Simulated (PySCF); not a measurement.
Choosing a molecule for a target property.

All species are isolated and taken at one optimised geometry, non-relativistic unless stated. Electronic properties by PySCF.

Dipoles, sizes and rotational constants follow the conformer. The torsions of the flexible species, by atom-mapped SMILES:
- `[CH3:1]/[CH:2]=[CH:3]/[P@@:4]([CH3:5])(=[O:6])/[CH:7]=[CH:8]/[PH2:9]`: C2–C3–P4–C5 -127°, C3–P4–C7–C8 -128°, H–P9–C8–C7 -125°, H–P9–C8–C7 -31°
- `[O:1]=[c:2]1[cH:3][cH:4][s:5][cH:6][c:7]1[S:8](=[O:9])(=[O:10])[OH:11]`: C6–C7–S8–O9 104°, H–O11–S8–C7 -54°
- `[CH3:1][CH2:2][CH2:3][CH2:4][O:5][CH3:6]`: C1–C2–C3–C4 179°, C2–C3–C4–O5 -59°, C3–C4–O5–C6 -72°
- `[NH2:1][SiH2:2][O:3][SiH2:4][O:5][SiH3:6]`: N1–Si2–O3–Si4 -158°, Si2–O3–Si4–O5 -15°, O3–Si4–O5–Si6 -14°, H–N1–Si2–O3 -177°, H–N1–Si2–O3 -37°
- `[CH3:1][CH2:2][C@H:3]([CH3:4])[O:5][CH3:6]`: C1–C2–C3–C4 -170°, C2–C3–O5–C6 -160°

Problem. Wanted: smallest rotational constant below 1 GHz (GFN2-xTB) and HOMO–LUMO gap below 6 eV (PBE0/pcSseg-1), at GFN2-xTB geometries. Which candidate meets both?
A. `CC[C@H](C)OC`
B. `N[SiH2]O[SiH2]O[SiH3]`
C. `CCCCOC`
D. `c1cc(c(S(=O)(O)=O)cs1)=O`
E. `C/C=C/[P@@](C)(=O)/C=C/P`

Solution. D. Computed values:
```
                 species  smallest rotational constant  HOMO–LUMO gap
C/C=C/[P@@](C)(=O)/C=C/P                     0.464 GHz        6.29 eV
c1cc(c(S(=O)(O)=O)cs1)=O                     0.527 GHz        5.36 eV
   N[SiH2]O[SiH2]O[SiH3]                     0.754 GHz        7.64 eV
                  CCCCOC                     1.576 GHz        8.66 eV
            CC[C@H](C)OC                     1.833 GHz        8.79 eV
```
